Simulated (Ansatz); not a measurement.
Al₁₀P₁₀H₃₀, a nanocrystal cut from zinc blende AlP (hydrogen-capped). The state is a triplet with charge 0. Geometry r2SCAN-D4/def2-SVP, that of the neutral singlet; atoms count from 1.

Cartesian coordinates in Å:
```
Al 0.6854 2.1186 2.0637
Al -3.3841 2.8347 0.3274
Al 1.6819 1.9543 -1.6074
Al -2.0616 1.9405 -3.1125
Al -2.3158 -0.1216 3.5081
Al 2.8003 -0.8176 0.8067
Al -0.2568 -3.2144 3.0274
Al -0.9903 -0.6094 -0.2454
Al 0.5320 -1.5726 -4.0985
Al 1.0915 -3.8760 -1.1854
P -1.3762 3.3489 1.6855
P -0.0729 0.7858 3.9199
P 0.9894 0.6207 0.2383
P -2.6203 0.9458 -0.9929
P -0.2110 3.3015 -2.2489
P 1.7192 0.5381 -3.5789
P -1.6471 -1.6625 1.7804
P 2.0195 -2.4188 2.4606
P 3.0391 -2.3902 -1.0019
P -0.4248 -2.1680 -1.9467
H 1.9070 3.0922 2.3477
H -4.6119 2.5016 1.2733
H -3.3971 4.0780 -0.6788
H 3.0498 2.7335 -1.4049
H -3.2418 2.8216 -3.7077
H -1.1935 0.9588 -4.0310
H -2.9629 1.2184 2.9211
H -2.9240 -0.8623 4.7742
H 4.1248 -0.0794 1.2762
H -0.3684 -2.7362 4.5498
H -0.4279 -4.7334 2.6069
H -0.5324 -1.3279 -5.2474
H 1.7694 -2.5685 -4.2898
H 0.9143 -4.1880 0.3734
H 1.2992 -5.0310 -2.2553
H -1.8069 3.7365 2.9826
H -0.9102 4.6252 1.2582
H -0.0835 1.6562 5.0422
H 0.9242 -0.1219 4.3600
H -3.7783 0.1588 -1.2534
H -0.5422 4.2661 -1.2632
H 0.2760 4.1793 -3.2534
H 1.5335 1.4314 -4.6681
H 3.1081 0.2917 -3.7756
H -2.8382 -2.3735 1.4587
H 2.6077 -1.9549 3.6718
H 2.8547 -3.5524 2.2721
H 4.2126 -3.1320 -0.7040
H 3.4782 -1.7698 -2.1992
H -1.6377 -2.8561 -2.2355
```

Single mean-field runs in def2-SVP are fitted with def2-universal-jkfit. At PBE0-D4/def2-SVP a singlet of charge 0 lies 4.99 eV below the triplet at the same geometry.

Question: Estimate the Mulliken populations of the heavy atoms from the PBE0/def2-SVP orbitals of Ansatz.

Answer: 
```csv
atom,charge (e),spin (α − β)
Al1,0.48,0.08
Al2,0.40,0.01
Al3,0.47,0.11
Al4,0.41,0.03
Al5,0.40,0.00
Al6,0.47,0.12
Al7,0.39,0.07
Al8,0.61,0.27
Al9,0.40,0.01
Al10,0.41,0.02
P11,-0.30,0.03
P12,-0.30,0.02
P13,-0.71,-0.03
P14,-0.47,0.38
P15,-0.29,0.02
P16,-0.30,0.00
P17,-0.49,0.26
P18,-0.29,0.00
P19,-0.29,0.00
P20,-0.52,0.10
```
Mulliken values depend strongly on the basis.

Question: Where does the spin sit?

Answer: Summed by element: Al 0.71, P 0.80, H 0.49, of 2 unpaired in all. Largest on single atoms: P14 0.38, Al8 0.27, P17 0.26.

Question: And the Mayer bond orders between heavy atoms (over 0.3)?

Answer: Al1–P11 0.68 (2.43 Å); Al1–P12 0.71 (2.41 Å); Al1–P13 0.72 (2.38 Å); Al2–P11 0.57 (2.48 Å); Al2–P14 0.65 (2.43 Å); Al3–P13 0.69 (2.38 Å); Al3–P15 0.71 (2.41 Å); Al3–P16 0.69 (2.43 Å); Al4–P14 0.64 (2.41 Å); Al4–P15 0.59 (2.45 Å); Al5–P12 0.57 (2.45 Å); Al5–P17 0.68 (2.41 Å); Al6–P13 0.68 (2.38 Å); Al6–P18 0.67 (2.43 Å); Al6–P19 0.72 (2.41 Å); Al7–P17 0.56 (2.43 Å); Al7–P18 0.57 (2.48 Å); Al8–P13 0.72 (2.38 Å); Al8–P14 0.63 (2.37 Å); Al8–P17 0.69 (2.38 Å); Al8–P20 0.77 (2.38 Å); Al9–P16 0.55 (2.48 Å); Al9–P20 0.64 (2.43 Å); Al10–P19 0.57 (2.46 Å); Al10–P20 0.64 (2.41 Å).
